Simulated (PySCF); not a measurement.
C₅H₈PSi (charge -1).
Numbering: `[CH3:1][c:2]1[cH:3][p-:4][cH:5][c:6]1[SiH3:7]` (hydrogens: H8, H9, H10 on C1; H11 on C3; H12 on C5; H13, H14, H15 on Si7)

Structure used (PBE0-D3(BJ)/def2-SVP), in Å, numbered top down from 1:
```
atom  x, y, z in Å
C1    -0.942   -1.486    0.420
C2    -0.769    0.004    0.313
C3    -1.808    0.925    0.408
P4    -1.273    2.603    0.239
C5     0.374    2.043    0.037
C6     0.496    0.639    0.098
Si7    2.097   -0.235   -0.087
H8    -1.998   -1.749    0.591
H9    -0.359   -1.920    1.254
H10   -0.617   -2.017   -0.494
H11   -2.848    0.622    0.574
H12    1.232    2.705   -0.122
H13    3.225    0.739   -0.301
H14    2.186   -1.207   -1.245
H15    2.525   -1.086    1.090
```

Computed with PySCF at PBE0/pcSseg-1, non-relativistic, on one gas-phase PBE0-D3(BJ)/def2-SVP geometry that isn't relaxed in the solvent. The solvent is an IEF-PCM continuum (Bondi radii, 1.10 Å for H, scaled by 1.2). The model holds no explicit solvent molecules, cavitation or dispersion.

Gas phase at PBE0/pcSseg-1: HOMO -0.73 eV, LUMO 4.83 eV.

**Question.** What does the continuum do to the energy and the frontier levels at PBE0/pcSseg-1 in tetrahydrofuran and dimethylsulfoxide?

**Answer.** 
```tsv
solvent	ε	E(solvent) − E(gas) (kcal/mol)	polarisation term (kcal/mol)	distortion of the solute (kcal/mol)	HOMO (eV)	LUMO (eV)
tetrahydrofuran	7.426	-43.81	-45.50	1.69	-4.44	1.27
dimethylsulfoxide	46.83	-50.39	-52.96	2.57	-4.97	0.76
```

The first energy column is the sum of the next two and covers electrostatics alone. From tetrahydrofuran to dimethylsulfoxide the lowering changes by a factor 1.15, Born's factor 1 − 1/ε by 1.13 and ε itself by 6.3.

**Question.** Which radius a makes Born's formula ΔE = −(q²/2a)(1 − 1/ε) give the value in dimethylsulfoxide?

**Answer.** a = q²(1 − 1/ε)/(2|ΔE|) = 3.22 Å, with q = -1 e and |ΔE| = 0.0803 Eh; the farthest nucleus lies 3.24 Å from the centroid of the nuclei. The formula assumes a point charge at the centre of a sphere.

**Question.** Which ESP-fitted charges (PBE0/pcSseg-1) respond most in dimethylsulfoxide (means over atoms taken as equivalent)?

**Answer.** 
```
      atoms                  environment  gas (e)  solvent (e)  change
         P4     phosphorus bonded to 2 C   -0.462       -0.558  -0.096
        H11            aromatic hydrogen   +0.134       +0.168  +0.034
         C2  substituted aromatic carbon   +0.163       +0.131  -0.032
  H8/H9/H10              methyl hydrogen   +0.151       +0.177  +0.026
        H12            aromatic hydrogen   +0.145       +0.171  +0.026
H13/H14/H15                Si–H hydrogen   -0.134       -0.109  +0.025
         C3           aromatic CH carbon   -0.252       -0.274  -0.022
         C6  substituted aromatic carbon   -0.206       -0.225  -0.019
```

On one thread, Arm Neoverse N1, no GPU (shared host), this took 39 s wall. This is the whole shielding run at PBE0/pcSseg-1 in dimethylsulfoxide, SCF included.
